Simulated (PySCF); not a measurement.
# Rh²⁺ (rhodium, charge +2): UHF calculation

Configuration: [Kr] 4d6 5s1, high-spin 6D determinant (an excited configuration). All numbers are calculated (PySCF 2.14, a scalar-relativistic core potential, in aug-cc-pVTZ-PP with ECP28MDF (6s6p5d3f2g, 88 functions)).

| Item | Value |
| --- | --- |
| Total energy | -108.393174 hartree |
| One-electron energy | -178.6326 hartree |
| Hartree (Coulomb) energy | 80.2559 hartree |
| Exchange energy | -10.0164 hartree |
| ⟨S²⟩ | 8.7523 |
| ⟨L²⟩ | 6.030 |
| Sum of ⟨r⟩ | 19.53 bohr |
| Sum of ⟨r²⟩ | 31.43 bohr² |
| Traceless quadrupole moment −½Σ⟨3z² − r²⟩ along its main axis | 0.508 e·bohr² |

```
shell  electrons  mean orbital energy (hartree)  spread (hartree)  rms radius, mean of both spins (bohr)
 4s α          1                       -4.82366                 0                                   1.05
 4s β          1                       -4.51615                 0                                   1.05
 4p α          3                       -3.45637           0.06534                                   1.15
 4p β          3                       -3.08494           0.05412                                   1.15
 4d α          5                       -1.40824           0.07524                                   1.50
 4d β          1                       -1.23870                 0                                   1.50
 5s α          1                       -0.91007                 0                                   2.79
```

Energies and moments cover only the electrons outside the core potential.
